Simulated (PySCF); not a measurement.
F²⁺: excitation energy

F²⁺ [He] 2s2 2p3 (4S) → F²⁺ [He] 2s2 2p2 3s1, s spin flipped, as a difference of total energies. Calculation: PySCF 2.14, in aug-cc-pCVQZ-DK (9s8p6d4f2g, 109 functions); scalar relativity by spin-free X2C-1e. Correlated levels: valence: 1s2 frozen; valence and next inner shell: nothing frozen. The calculations carry no spin-orbit coupling.

```
                                method  excitation energy (eV)
                                   UHF                  39.876
                                   LDA                  40.136
                                   PBE                  39.802
                                  PBE0                  39.975
                                r2SCAN                  40.487
                                  BLYP                  39.506
                                 HSE06                  39.972
                                M06-2X                  39.200
                         MP2 (valence)                  40.152
                     SCS-MP2 (valence)                  39.893
    MP2 (valence and next inner shell)                  40.202
SCS-MP2 (valence and next inner shell)                  39.931
```

Task: How much does correlation contribute at MP2 (valence and next inner shell)?

Result: 40.202 − (39.876) = 0.326 eV, measured against UHF.

The upper determinant mixes two multiplicities, so it lies between the two terms.

The promoted electron is Rydberg-like, and one or two diffuse shells describe it only roughly, which tends to raise the upper state.
